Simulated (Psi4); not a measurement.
Input file for Psi4: SAPT0/jun-cc-pV(D+d)Z on C2H5ClO (a complex), monomers drawn apart or pushed together.

```
memory 2025 MB

molecule dimer {
0 1
C    -0.64849717   -0.93590725   -0.17722569
Cl    0.28490368    0.60188261   -0.15698502
H    -1.61082673   -0.73619874   -0.63785512
H    -0.08566876   -1.66041782   -0.75727151
H    -0.76877939   -1.26738331    0.84976868
--
0 1
C     0.37354895    0.34326516    2.76182306
O    -0.23870337   -0.68481066    2.87656454
H    -0.12693760    1.32856798    2.77615043
H     1.47222685    0.36123995    2.64298504
units angstrom
symmetry c1
no_reorient
no_com
}

set {
  basis jun-cc-pV(D+d)Z
  scf_type df
  freeze_core true
}

energy('sapt0')
```

Program output:

```
[...]
==> Input File <==

--------------------------------------------------------------------------
memory 2025 MB

molecule dimer {
0 1
C    -0.64849717   -0.93590725   -0.17722569
Cl    0.28490368    0.60188261   -0.15698502
H    -1.61082673   -0.73619874   -0.63785512
H    -0.08566876   -1.66041782   -0.75727151
H    -0.76877939   -1.26738331    0.84976868
--
0 1
C     0.37354895    0.34326516    2.76182306
O    -0.23870337   -0.68481066    2.87656454
H    -0.12693760    1.32856798    2.77615043
H     1.47222685    0.36123995    2.64298504
units angstrom
symmetry c1
no_reorient
no_com
}

set {
  basis jun-cc-pV(D+d)Z
  scf_type df
  freeze_core true
}

energy('sapt0')
--------------------------------------------------------------------------


   => Loading Basis Set <=

    Name: JUN-CC-PV(D+D)Z
    Role: ORBITAL
    Keyword: BASIS
    atoms 1, 6     entry C          line   188 file jun-cc-pv_dpd_z.gbs
    atoms 2        entry CL         line   764 file jun-cc-pv_dpd_z.gbs
    atoms 3-5, 8-9 entry H          line    60 file jun-cc-pv_dpd_z.gbs
    atoms 7        entry O          line   256 file jun-cc-pv_dpd_z.gbs

   => Loading Basis Set <=

    Name: JUN-CC-PV(D+D)Z
    Role: ORBITAL
    Keyword: BASIS
    atoms 1, 6     entry C          line   188 file jun-cc-pv_dpd_z.gbs
    atoms 2        entry CL         line   764 file jun-cc-pv_dpd_z.gbs
    atoms 3-5, 8-9 entry H          line    60 file jun-cc-pv_dpd_z.gbs
    atoms 7        entry O          line   256 file jun-cc-pv_dpd_z.gbs


  //>>>>>>>>>>>>>>>>>>>>>>>>>>>>>>>>>>>//
  //              Dimer HF             //
  //<<<<<<<<<<<<<<<<<<<<<<<<<<<<<<<<<<<//

   => Libint2 <=

    Primary   basis highest AM E, G, H:  7, 6, 3
    Auxiliary basis highest AM E, G, H:  7, 7, 4
    Onebody   basis highest AM E, G, H:  -, -, -
    Solid Harmonics ordering:            Gaussian


   => Loading Basis Set <=

    Name: JUN-CC-PV(D+D)Z
    Role: ORBITAL
    Keyword: BASIS
    atoms 1, 6     entry C          line   188 file jun-cc-pv_dpd_z.gbs
    atoms 2        entry CL         line   764 file jun-cc-pv_dpd_z.gbs
    atoms 3-5, 8-9 entry H          line    60 file jun-cc-pv_dpd_z.gbs
    atoms 7        entry O          line   256 file jun-cc-pv_dpd_z.gbs


         ---------------------------------------------------------
                                   SCF
               by Justin Turney, Rob Parrish, Andy Simmonett
                          and Daniel G. A. Smith
                              RHF Reference
                        1 Threads,   1931 MiB Core
         ---------------------------------------------------------

  ==> Geometry <==

    Molecular point group: c1
    Full point group: C1

    Geometry (in Angstrom), charge = 0, multiplicity = 1:

       Center              X                  Y                   Z               Mass
    ------------   -----------------  -----------------  -----------------  -----------------
         C           -0.648497170000    -0.935907250000    -0.177225690000    12.000000000000
         CL           0.284903680000     0.601882610000    -0.156985020000    34.968852682000
         H           -1.610826730000    -0.736198740000    -0.637855120000     1.007825032230
         H           -0.085668760000    -1.660417820000    -0.757271510000     1.007825032230
         H           -0.768779390000    -1.267383310000     0.849768680000     1.007825032230
         C            0.373548950000     0.343265160000     2.761823060000    12.000000000000
         O           -0.238703370000    -0.684810660000     2.876564540000    15.994914619570
         H           -0.126937600000     1.328567980000     2.776150430000     1.007825032230
         H            1.472226850000     0.361239950000     2.642985040000     1.007825032230

  Running in c1 symmetry.

  Rotational constants: A =      0.31506  B =      0.06838  C =      0.05755 [cm^-1]
  Rotational constants: A =   9445.13157  B =   2049.94807  C =   1725.27115 [MHz]
  Nuclear repulsion =  151.557428610213861

  Charge       = 0
  Multiplicity = 1
  Electrons    = 42
  Nalpha       = 21
  Nbeta        = 21

  ==> Algorithm <==

  SCF Algorithm Type is DF.
  DIIS enabled.
  MOM disabled.
  Fractional occupation disabled.
  Guess Type is SAD.
  Energy threshold   = 1.00e-08
  Density threshold  = 1.00e-08
  Integral threshold = 1.00e-12

  ==> Primary Basis <==

  Basis Set: JUN-CC-PV(D+D)Z
    Blend: JUN-CC-PV(D+D)Z
    Number of shells: 50
    Number of basis functions: 106
    Number of Cartesian functions: 111
    Spherical Harmonics?: true
    Max angular momentum: 2

   => Loading Basis Set <=

    Name: (JUN-CC-PV(D+D)Z AUX)
    Role: JKFIT
    Keyword: DF_BASIS_SCF
    atoms 1, 6     entry C          line   146 file jun-cc-pvdz-jkfit.gbs
    atoms 2        entry CL         line   746 file jun-cc-pvdz-jkfit.gbs
    atoms 3-5, 8-9 entry H          line    70 file jun-cc-pvdz-jkfit.gbs
    atoms 7        entry O          line   258 file jun-cc-pvdz-jkfit.gbs

  ==
[...]
1126474403839666
    Total Energy =                       -113.8829930852827488

Computation Completed


Properties will be evaluated at   0.000000,   0.000000,   0.000000 [a0]

Properties computed using the SCF density matrix


 Multipole Moments:

 ------------------------------------------------------------------------------------
     Multipole            Electronic (a.u.)      Nuclear  (a.u.)        Total (a.u.)
 ------------------------------------------------------------------------------------

 L = 1.  Multiply by 2.5417464519 to convert [e a0] to [Debye]
 Dipole X            :         -2.5846716            3.1689875            0.5843160
 Dipole Y            :          4.2488099           -3.2674997            0.9813101
 Dipole Z            :        -85.1524185           85.0425703           -0.1098482
 Magnitude           :                                                    1.1473715

 ------------------------------------------------------------------------------------

  Constructing Basis Sets for SAPT...

   => Loading Basis Set <=

    Name: (JUN-CC-PV(D+D)Z AUX)
    Role: RIFIT
    Keyword: DF_BASIS_SAPT
    atoms 1, 6     entry C          line   100 file jun-cc-pvdz-ri.gbs
    atoms 2        entry CL         line   544 file jun-cc-pvdz-ri.gbs
    atoms 3-5, 8-9 entry H          line    30 file jun-cc-pvdz-ri.gbs
    atoms 7        entry O          line   188 file jun-cc-pvdz-ri.gbs

   => Loading Basis Set <=

    Name: (JUN-CC-PV(D+D)Z AUX)
    Role: JKFIT
    Keyword: DF_BASIS_ELST
    atoms 1, 6     entry C          line   146 file jun-cc-pvdz-jkfit.gbs
    atoms 2        entry CL         line   746 file jun-cc-pvdz-jkfit.gbs
    atoms 3-5, 8-9 entry H          line    70 file jun-cc-pvdz-jkfit.gbs
    atoms 7        entry O          line   258 file jun-cc-pvdz-jkfit.gbs


  //>>>>>>>>>>>>>>>>>>>>>>>>>>>>>>>>>>>//
  //               SAPT0               //
  //<<<<<<<<<<<<<<<<<<<<<<<<<<<<<<<<<<<//



        SAPT0
    Ed Hohenstein
     6 June 2009

      Orbital Information
  --------------------------
    NSO        =       106
    NMO        =       106
    NRI        =       350
    NRI (Elst) =       473
    NOCC A     =        13
    NOCC B     =         8
    FOCC A     =         6
    FOCC B     =         2
    NVIR A     =        93
    NVIR B     =        98

    Elst10,r            =    -0.013395312833 [Eh]
    Exch10              =     0.019725584082 [Eh]
    Exch10 (S^2)        =     0.019540006912 [Eh]

    Maxiter = 50
    CPHF R converge = 1.000000E-08

    Iter     Energy [mEh]          dE [mEh]         Residual      Time [s]
       1      -4.13621692       4.136216920     1.083362e-02             0
       2      -5.25176795       1.115551028     4.002424e-03             0
       3      -5.32099251       0.069224565     1.001161e-03             0
       4      -5.29130125      -0.029691265     3.148473e-04             0
       5      -5.29020081      -0.001100434     6.882930e-05             0
       6      -5.29164233       0.001441515     1.566627e-05             0
       7      -5.29145208      -0.000190246     3.813322e-06             0
       8      -5.29144560      -0.000006484     9.289858e-07             0
       9      -5.29145407       0.000008471     3.164691e-07             0
      10      -5.29145370      -0.000000373     9.646736e-08             0
      11      -5.29145314      -0.000000554     2.159492e-08             0
      12      -5.29145320       0.000000060     4.847181e-09             0

    CHF Iterations converged

    Maxiter = 50
    CPHF R converge = 1.000000E-08

    Iter     Energy [mEh]          dE [mEh]         Residual      Time [s]
       1      -3.07404491       3.074044912     1.009887e-02             0
       2      -3.51739310       0.443348193     4.966193e-03             0
       3      -3.74386374       0.226470630     9.730331e-04             0
       4      -3.73054056      -0.013323179     3.896153e-04             0
       5      -3.72386302      -0.006677539     1.205202e-04             0
       6      -3.72688365       0.003020633     2.785437e-05             0
       7      -3.72649601      -0.000387636     5.371207e-06             0
       8      -3.72649987       0.000003861     9.509510e-07             0
       9      -3.72650783       0.000007953     1.787408e-07             0
      10      -3.72650619      -0.000001636     5.199988e-08             0
      11      -3.72650657       0.000000378     2.973342e-08             0
      12      -3.72650646      -0.000000109     6.814790e-09             0

    CHF Iterations converged

    Ind20,r (A<-B)      =    -0.005291453204 [Eh]
    Ind20,r (B<-A)      =    -0.003726506462 [Eh]
    Ind20,r             =    -0.009017959665 [Eh]
    Exch-Ind20,r (A<-B) =     0.004132189237 [Eh]
    Exch-Ind20,r (B<-A) =     0.003028282254 [Eh]
    Exch-Ind20,r        =     0.007160471491 [Eh]
    Disp20              =    -0.006741273542 [Eh]
    Disp20 (SS)         =    -0.003370636771 [Eh]
    Disp20 (OS)         =    -0.003370636771 [Eh]
    Exch-Disp20         =     0.001192355150 [Eh]
    Exch-Disp20 (SS)    =     0.000598408689 [Eh]
    Exch-Disp20 (OS)    =     0.000593946461 [Eh]

    SAPT Results
  --------------------------------------------------------------------------------------------------------
    Electrostatics                -13.39531283 [mEh]      -8.40568571 [kcal/mol]     -35.16938900 [kJ/mol]
      Elst10,r                    -13.39531283 [mEh]      -8.40568571 [kcal/mol]     -35.16938900 [kJ/mol]

    Exchange                       19.72558408 [mEh]      12.37799089 [kcal/mol]      51.78951387 [kJ/mol]
      Exch10                       19.72558408 [mEh]      12.37799089 [kcal/mol]      51.78951387 [kJ/mol]
      Exch10(S^2)                  19.54000691 [mEh]      12.26153945 [kcal/mol]      51.30228108 [kJ/mol]

    Induction                      -4.34766765 [mEh]      -2.72820264 [kcal/mol]     -11.41479983 [kJ/mol]
      Ind20,r                      -9.01795967 [mEh]      -5.65885512 [kcal/mol]     -23.67664984 [kJ/mol]
      Exch-Ind20,r                  7.16047149 [mEh]       4.49326370 [kcal/mol]      18.79981531 [kJ/mol]
      delta HF,r (2)               -2.49017947 [mEh]      -1.56261121 [kcal/mol]      -6.53796530 [kJ/mol]

    Dispersion                     -5.54891839 [mEh]      -3.48199886 [kcal/mol]     -14.56868323 [kJ/mol]
      Disp20                       -6.74127354 [mEh]      -4.23021301 [kcal/mol]     -17.69921125 [kJ/mol]
      Exch-Disp20                   1.19235515 [mEh]       0.74821415 [kcal/mol]       3.13052802 [kJ/mol]
      Disp20 (SS)                  -3.37063677 [mEh]      -2.11510651 [kcal/mol]      -8.84960562 [kJ/mol]
      Disp20 (OS)                  -3.37063677 [mEh]      -2.11510651 [kcal/mol]      -8.84960562 [kJ/mol]
      Exch-Disp20 (SS)              0.59840869 [mEh]       0.37550712 [kcal/mol]       1.57112180 [kJ/mol]
      Exch-Disp20 (OS)              0.59394646 [mEh]       0.37270703 [kcal/mol]       1.55940622 [kJ/mol]

  Total HF                          1.98260360 [mEh]       1.24410254 [kcal/mol]       5.20532504 [kJ/mol]
  Total SAPT0                      -3.56631479 [mEh]      -2.23789632 [kcal/mol]      -9.36335819 [kJ/mol]

  Special recipe for scaled SAPT0 (see Manual):
    Electrostatics sSAPT0         -13.39531283 [mEh]      -8.40568571 [kcal/mol]     -35.16938900 [kJ/mol]
    Exchange sSAPT0                19.72558408 [mEh]      12.37799089 [kcal/mol]      51.78951387 [kJ/mol]
    Induction sSAPT0               -4.14170863 [mEh]      -2.59896140 [kcal/mol]     -10.87405452 [kJ/mol]
    Dispersion sSAPT0              -5.51462229 [mEh]      -3.46047773 [kcal/mol]     -14.47863882 [kJ/mol]
  Total sSAPT0                     -3.32605967 [mEh]      -2.08713395 [kcal/mol]      -8.73256846 [kJ/mol]
  --------------------------------------------------------------------------------------------------------



*** Psi4 exiting successfully. Buy a developer a beer!
```

The run finished.

Cost: around 14 core-seconds (rough).
